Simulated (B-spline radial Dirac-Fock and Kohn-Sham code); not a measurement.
ΔSCF core binding energies without Breit or QED terms, calculated with a radial B-spline solver.

A sound run for the Ar⁺ ion, configuration [Ne] 3s2 3p5: The ground state converged in 9 iterations, with total energy -528.14154 Ha, virial ratio 1.99292 and highest orbital energy -28.36 eV. ΔSCF binding energies: K (1s) 3225.2 eV. Holes are computed only in closed shells, and unreliable hole states are left out.

A second run, with one unsound setting: The ground state converged in 8 iterations, with total energy -448.02497 Ha, virial ratio 1.61753 and highest orbital energy 347.30 eV. ΔSCF binding energies: K (1s) 2960.0 eV. Holes are computed only in closed shells, and unreliable hole states are left out.

```
iter   energy (Ha)        error
   1     -447.42647548  5.45e-01
   2     -448.01789922  5.79e-02
   3     -448.02362993  2.56e-02
   4     -448.02471620  1.14e-02
   5     -448.02496826  1.43e-03
   6     -448.02497258  3.58e-05
   7     -448.02497259  4.74e-07
   8     -448.02497259  3.05e-08
```

Problem. Which fault fits the second run best?
A. speed of light below Z
B. box too small
C. unbound anion
D. tolerance below the noise

Solution. B. The input had rmax = 1.0: rmax squeezes the outer orbitals.
